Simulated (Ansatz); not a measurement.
Basis-set extrapolation for `[CH3][Al]([CH3])[O]B(O)O` (PBE0-D4/def2-TZVP geometry, frozen core, Ansatz). Multiplicity 1, RHF reference.

```
                      def2-TZVPP   def2-QZVPP
                 HF  -571.994291  -572.017496
    MP2 correlation    -1.236324    -1.329619
CCSD(T) correlation    -1.323396      not run
```

Energies in hartree. Use E(X) = E(∞) + A·exp(−7.88·√X) for Hartree–Fock and E(X) = E(∞) + B·X^(−2.97) for correlation, with X = 3 and 4, and add CCSD(T) minus MP2 of the smaller set to the MP2 limit.

What is the CCSD(T) energy at the basis-set limit?

HF limit: -572.017496 + (-0.023205) × 0.13774 = -572.02069. MP2 limit: -1.329619 + (-0.093295) × 0.74074 = -1.39873. Higher-order term: -1.323396 − (-1.236324) = -0.08707. Total: -573.50649 hartree, 495.7 kJ/mol below CCSD(T)/def2-TZVPP.
